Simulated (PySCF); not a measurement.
## How methods differ on the excitation energy of Pb(2+)

Pb(2+) [Xe] 4f14 5d10 6s2 (1S) → Pb(2+) [Xe] 4f14 5d10 6s1 6p1 (3P), as a difference of total energies. Calculation: PySCF 2.14, in x2c-TZVPPall (11s7p6d3f, 83 functions); the spin-free X2C one-electron Hamiltonian (Gaussian nucleus). Correlated levels: valence and next inner shell: [Kr] 4d10 4f14 frozen. The calculations carry no spin-orbit coupling.

```tsv
method	excitation energy (eV)
UHF	7.570
MP2 (valence and next inner shell)	9.301
SCS-MP2 (valence and next inner shell)	9.295
CCSD (valence and next inner shell)	8.988
CCSD(T) (valence and next inner shell)	9.050
```

**Question.** How much does correlation contribute at CCSD(T) (valence and next inner shell)?

**Answer.** 9.050 − (7.570) = 1.480 eV, measured against UHF.

A first-order spin-orbit estimate (lowest level to lowest level, LS coupling) adds -1.307 eV.

The basis was made for the ground configuration and has no added diffuse functions, so the excitation energy can come out too high.
